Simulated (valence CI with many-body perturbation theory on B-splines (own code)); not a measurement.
## In⁴²⁺: E2, E3, M2 decay

Computed by valence CI with perturbative core correlation (CI+MBPT): five valence electrons over a frozen Dirac-Fock core [He], radial functions for each j: 11 s, 11 p, 10 d, 8 f, 5 g, 2 h, with the one-electron correlation potential Σ1, the two-electron term Σ2, the three-electron term Σ3, Breit, model QED; selected CI, second order for the rest, scaled by the run's own slope (own B-spline code, finite nucleus).

No measured spectrum was set against this ion. As an estimate, large intervals hold to a few tenths of a per cent, small ones and those within an open d or f shell to about a per cent. Among the levels kept, up to 7100 cm⁻¹ of a level comes from second order outside the variational space, and about a tenth of that is noise between levels of different J, which matters for small intervals.

Lines 51 to 75 of 75 in falling wavelength, among levels below 4696.1 eV, chosen from the decays that carry over 1 % of a level's rate. Wavelengths and rates use the calculated energies. Electric multipoles are in the length gauge, E1 and E2 with the static RPA response of the core. S is in atomic units (e²a₀⁴ for E2 and M2, e²a₀⁶ for E3), for M1 in squared Bohr magnetons. Weak lines are less certain than strong ones. Lines between different terms over intervals too small for the method are left out, as are lines whose strength nearly cancels. The highest levels of a list are the least certain.

Levels are named by their leading jj configuration (3d3/2^4 stands for four electrons in 3d with j = 3/2), which in mixed levels can hold well under half, so a name can repeat and another be missing. Letters in brackets count levels of one name in rising energy.

```tsv
λ vac (Å)	Upper	Lower	Type	A (s⁻¹)	S (a.u.)
3.057	(2s^2 2p1/2 2p3/2 3p3/2) J=3/2 [a]	(2s^2 2p1/2^2 2p3/2) J=3/2	E2	8.22e+10	7.85e-05
3.056	(2s^2 2p3/2^2 3p3/2) J=5/2	(2s^2 2p1/2 2p3/2^2) J=5/2	E2	5.77e+10	8.24e-05
3.056	(2s^2 2p3/2^2 3p3/2) J=7/2	(2s^2 2p1/2 2p3/2^2) J=5/2	E2	4.49e+10	8.55e-05
3.053	(2s^2 2p3/2^2 3p3/2) J=1/2	(2s^2 2p1/2 2p3/2^2) J=5/2	E2	7.88e+10	3.73e-05
3.053	(2s^2 2p1/2 2p3/2 3p3/2) J=7/2	(2s^2 2p1/2^2 2p3/2) J=3/2	E2	9.45e+10	1.79e-04
3.050	(2s 2p1/2^2 2p3/2 3d5/2) J=9/2	(2s^2 2p1/2 2p3/2^2) J=5/2	E2	9.84e+08	2.32e-06
3.048	(2s 2p3/2^3 3p3/2) J=7/2	(2s 2p1/2 2p3/2^3) J=3/2 [a]	E2	7.65e+10	1.44e-04
3.042	(2s^2 2p3/2^2 3p3/2) J=5/2	(2s^2 2p1/2 2p3/2^2) J=3/2	E2	2.89e+10	4.03e-05
3.042	(2s^2 2p1/2 2p3/2 3p3/2) J=5/2 [b]	(2s^2 2p1/2^2 2p3/2) J=3/2	E2	6.77e+10	9.45e-05
3.042	(2s^2 2p3/2^2 3p3/2) J=3/2 [b]	(2s^2 2p1/2 2p3/2^2) J=1/2	E2	8.57e+10	7.97e-05
3.042	(2s^2 2p3/2^2 3p3/2) J=7/2	(2s^2 2p1/2 2p3/2^2) J=3/2	E2	6.93e+10	1.29e-04
3.033	(2s^2 2p1/2 2p3/2 3p3/2) J=1/2 [b]	(2s^2 2p1/2^2 2p3/2) J=3/2	E2	4.39e+10	2.01e-05
2.995	(2s^2 2p3/2^2 3d5/2) J=9/2	(2s^2 2p1/2 2p3/2^2) J=5/2	M2	6.89e+08	1.48e-06
2.993	(2s^2 2p1/2 2p3/2 3d5/2) J=9/2	(2s^2 2p1/2^2 2p3/2) J=3/2	E3	2.51e+08	1.72e-05
2.981	(2s^2 2p3/2^2 3d5/2) J=9/2	(2s^2 2p1/2 2p3/2^2) J=3/2	E3	1.96e+08	1.31e-05
2.906	(2s 2p1/2 2p3/2^2 3d5/2) J=9/2 [a]	(2s^2 2p1/2 2p3/2^2) J=5/2	E2	1.26e+10	2.34e-05
2.899	(2s 2p1/2^2 2p3/2 3d3/2) J=7/2	(2s^2 2p1/2^2 2p3/2) J=3/2	E2	1.30e+11	1.90e-04
2.893	(2s 2p1/2 2p3/2^2 3d3/2) J=9/2	(2s^2 2p1/2 2p3/2^2) J=5/2	E2	1.95e+11	3.53e-04
2.890	(2s 2p1/2 2p3/2^2 3d5/2) J=7/2 [a]	(2s^2 2p1/2 2p3/2^2) J=3/2	E2	4.38e+11	6.31e-04
2.883	(2s 2p1/2 2p3/2^2 3d5/2) J=9/2 [b]	(2s^2 2p1/2 2p3/2^2) J=5/2	E2	3.54e+11	6.29e-04
2.861	(2s 2p1/2^2 2p3/2 3d3/2) J=5/2 [b]	(2s^2 2p1/2^2 2p3/2) J=3/2	E2	1.96e+11	2.02e-04
2.857	(2s 2p1/2 2p3/2^2 3d3/2) J=7/2 [c]	(2s^2 2p1/2 2p3/2^2) J=5/2	E2	3.28e+11	4.46e-04
2.856	(2s 2p1/2^2 2p3/2 3d3/2) J=1/2 [b]	(2s^2 2p1/2^2 2p3/2) J=3/2	E2	6.87e+11	2.33e-04
2.848	(2s 2p1/2 2p3/2^2 3d3/2) J=3/2 [d]	(2s^2 2p1/2 2p3/2^2) J=3/2	E2	3.95e+11	2.65e-04
2.845	(2s 2p1/2 2p3/2^2 3d5/2) J=9/2 [c]	(2s^2 2p1/2 2p3/2^2) J=5/2	E2	5.76e+11	9.59e-04
```
